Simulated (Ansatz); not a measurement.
`O[Si](O)(F)Cl` + `F[SiH2][GeH3]` → `O[Si](O)(F)[SiH2]F` + `[Cl][GeH3]`  (redistribution)

Isolated molecules relaxed with PBE0-D4/def2-TZVP in Ansatz; ΔE leaves out vibrations. CCSD(T)/CBS adds triple-zeta CCSD(T) − MP2 to the extrapolated MP2 energy (def2 sets, frozen cores). This one scheme is used for every species. Functionals use def2-TZVPP. B3LYP here is the variant with VWN-RPA as its local correlation; programs differ in this. For Ge outer-core shells are correlated without core-valence functions, which leaves a few kJ/mol of doubt a bond. Scalar relativity is left out up to krypton. Each species was taken in one conformer, which may not be the lowest.

Q: Is it downhill or uphill in electronic energy at CCSD(T)/CBS, and by how much? (Estimate.)

A: The calculation gave: Uphill: ΔE = +61.5 kJ/mol.

Q: What do these levels give: r2SCAN-D4, PBE0-D4, B3LYP-D4, ωB97M-V, B2PLYP, PBE, r2SCAN, HF/def2-TZVPP, MP2/def2-TZVPP, CCSD/def2-TZVPP, CCSD(T)/def2-TZVPP, MP2/CBS(def2)? (An estimate is asked.)

A: The calculation gave: r2SCAN-D4 62.4, PBE0-D4 56.5, B3LYP-D4 52.8, ωB97M-V 61.4, B2PLYP 55.9, PBE 53.0, r2SCAN 62.6, HF/def2-TZVPP 50.4, MP2/def2-TZVPP 62.1, CCSD/def2-TZVPP 58.9, CCSD(T)/def2-TZVPP 59.2, MP2/CBS(def2) 64.4 kJ/mol.

Largest T1 diagnostic among the species: 0.012.

From PBE to PBE0 (25 % exact exchange), in def2-TZVPP and without D4, ΔE moves by +3.6 kJ/mol. In def2-TZVPP, CCSD(T) changes the Hartree–Fock value by +8.8 kJ/mol (the triples alone add +0.3 kJ/mol) and MP2 by +11.7 kJ/mol.
